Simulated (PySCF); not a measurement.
Species: C₄H₆BF.
Cartesian coordinates in Å at the GFN2-xTB level; atoms count from 1:
```xyz
12
C4H6BF angstrom
B     -1.5917   -1.0158   -0.0689
C     -0.6175    0.0458   -0.6158
C     -0.2226    1.2508    0.2605
C      0.7235    0.1844    0.0065
C      1.8996   -0.3602    0.1565
F      2.8736    0.2352    0.8849
H     -2.2953   -1.5989   -0.7968
H     -1.6273   -1.2300    1.0795
H     -0.6231    0.2578   -1.6812
H     -0.0813    2.2035   -0.2299
H     -0.6654    1.3250    1.2431
H      2.2286   -1.2984   -0.2644
```

The closed-shell ground state was solved at several levels (PySCF, density fitting, gas phase, non-relativistic).

```csv
level,basis functions,total energy (Eh),HOMO (eV),LUMO (eV),gap (eV),dipole (D)
wB97X-D/def2-SVPD,171,-280.3477,-9.35,0.37,9.72,1.47
PBE0/pcSseg-1,132,-280.2786,-7.43,-1.52,5.91,1.29
```

Q: What might B3LYP/pcJ-1 (222 basis functions) give for the same quantities?

A: Total energy -280.6481 Eh, HOMO -7.19 eV, LUMO -1.74 eV, gap 5.45 eV, dipole 1.32 D.

Q: Over all these levels, which gives the widest orbital gap and which the narrowest?

A: wB97X-D/def2-SVPD (range-separated hybrid) has the widest, 9.72 eV, and B3LYP/pcJ-1 (global hybrid, 20 % exact exchange) the narrowest, 5.45 eV. Functional and basis both differ between the two, so the spread mixes both effects.

Q: How far do the dipole and the HOMO energy spread over the levels?

A: The dipole runs from 1.29 to 1.47 D (mean 1.36 D) and the HOMO from -9.35 to -7.19 eV.

One conformer stands for the species.

wB97X-D is run here without its empirical dispersion term; that term would change no orbital, density or response property at a fixed geometry.
